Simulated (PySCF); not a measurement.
Calculation: PySCF 2.14.0 with PBE-D3(BJ)/def2-TZVP // B3LYP-D3(BJ)/def2-TZVP. Isolated molecules, 0 K electronic values unless said otherwise. Excitations are Tamm–Dancoff values on a coarser integration grid. The basis has no diffuse functions, so Rydberg states are missing or too high.

Reference species (SMILES): `BrB(Br)Br` (neutral, multiplicity 1).

```json
{
  "S1 excitation (TDA)": "4.15 eV",
  "HOMO": "-7.03 eV",
  "T1 excitation (TDA)": "3.98 eV"
}
```

Changed species: `B(Br)(Br)N` (1 of 3 Br replaced by NH2; the reference has 0 of 3 Br replaced by NH2).

Question: Predict the effect on the S1 excitation (TDA), HOMO and T1 excitation (TDA).

Answer: the S1 excitation (TDA) rises by 1.58 eV, to 5.73 eV; the HOMO rises by 0.21 eV, to -6.82 eV; the T1 excitation (TDA) rises by 1.52 eV, to 5.50 eV.
